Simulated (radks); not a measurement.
Values are calculated unless marked as measured or tabulated.
Os59+, configuration [He] 2s2 2p5.75 3s2 3p5 4p0.25 (fractional occupations, a model configuration). Code: a radial shooting solver on a logarithmic mesh with Libxc functionals. Model: Dirac Kohn-Sham, LDA (Slater exchange, Perdew-Zunger correlation), spin-unpolarised, spherical densities, finite nucleus; open shells are shared between the two j in proportion to 2j + 1; Fermi nuclear charge, rms radius 5.4126 fm.

Normalised radial functions P(r) = r R(r) (large component), r in bohr:

```
   r/bohr * 3p3/2 (the largest magnitude, 2.61, reaches the edge; | marks zero)
0.0007472                             *
0.0009424                             *
 0.001188                             *
 0.001511                             *
 0.001905                             *
 0.002422                             *
 0.003055                             |*
 0.003852                             |*
 0.004897                             |*
 0.006176                             | *
 0.007788                             |  *
 0.009901                             |   *
  0.01249                             |     *
  0.01575                             |       *
  0.02002                             |          *
  0.02525                             |            *
  0.03209                             |               *
  0.04047                             |                *
  0.05104                             |              *
  0.06489                             |         *
  0.08183                             *
   0.1032                  *          |
   0.1312       *                     |
   0.1654  *                          |
   0.2086     *                       |
   0.2652             *               |
   0.3345                      *      |
   0.4252                           * |
   0.5363                             *
   0.6763                             *
   0.8597                             *
    1.084                             *
```

3p3/2: eigenvalue -6210.9 eV, 1 radial node at r = 0.0825 bohr, <r> = 0.181 bohr, 90 % of the charge inside 0.268 bohr.
